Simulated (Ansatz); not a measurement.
`F[SiH2][AlH][Cl]` + `C#[C][Zr]([Cl])([Cl])[Cl]` → `C#C[SiH2][AlH][Cl]` + `[F][Zr]([Cl])([Cl])[Cl]` at 600 K and 1 bar (redistribution).

Isolated molecules relaxed with PBE0-D4/def2-TZVP in Ansatz; ΔE leaves out vibrations. CCSD(T)/CBS adds triple-zeta CCSD(T) − MP2 to the extrapolated MP2 energy (def2 sets, frozen cores). def2 core potentials past Kr. For Zr outer-core shells are correlated without core-valence functions, which leaves a few kJ/mol of doubt a bond. One conformer a species, not always the lowest.

```tsv
species	CCSD(T)/CBS energy (Eh)	H − E (kJ/mol)	S (J/(mol·K))
`F[SiH2][AlH][Cl]`	-1092.58214	127.6	429.6
`C#[C][Zr]([Cl])([Cl])[Cl]`	-1503.20894	122.6	496.5
`C#C[SiH2][AlH][Cl]`	-1069.38528	182.9	482.1
`[F][Zr]([Cl])([Cl])[Cl]`	-1526.43176	67.4	438.8
```

H − E and S are ideal-gas, rigid-rotor, harmonic terms from PBE0-D4/def2-TZVP, for one conformer and one mirror image of each species. 1 Eh = 2625.50 kJ/mol, R = 8.31446 J/(mol·K).

Question: By hand: ΔE, ΔH, ΔS and ΔG.

Answer: ΔE = (-1069.38528) + (-1526.43176) − (-1092.58214) − (-1503.20894) = -0.02596 Eh = -68.2 kJ/mol. Δ(H − E) = 182.9 + 67.4 − 127.6 − 122.6 = 0.1, so ΔH = -68.1 kJ/mol. ΔS = 482.1 + 438.8 − 429.6 − 496.5 = -5.2 J/(mol·K). ΔG = -68.1 − 600 × (-5.2)/1000 = -65.0 kJ/mol.

Question: By hand: the equilibrium constant, and the temperature at which ΔG would vanish if ΔH and ΔS stayed fixed.

Answer: log₁₀ K = −ΔG/(RT ln 10) = 5.7. ΔG = 0 at ΔH/ΔS = 13096 K, far beyond where these terms or the molecules hold.

The number of gas molecules stays the same, so ΔS is small and ΔH decides. A doubt of 5 kJ/mol in ΔE shifts log₁₀ K by 0.4 here. Other conformers and mirror images would add mixing entropy, several J/(mol·K) or more a flexible species. Modes under 60 cm⁻¹, often nearly free rotors, make the harmonic entropy too high. These are equilibria of isolated gas molecules and say nothing of rates. Largest T1 diagnostic: 0.016 (customary marks: 0.02 for closed shells, 0.045 for open ones).
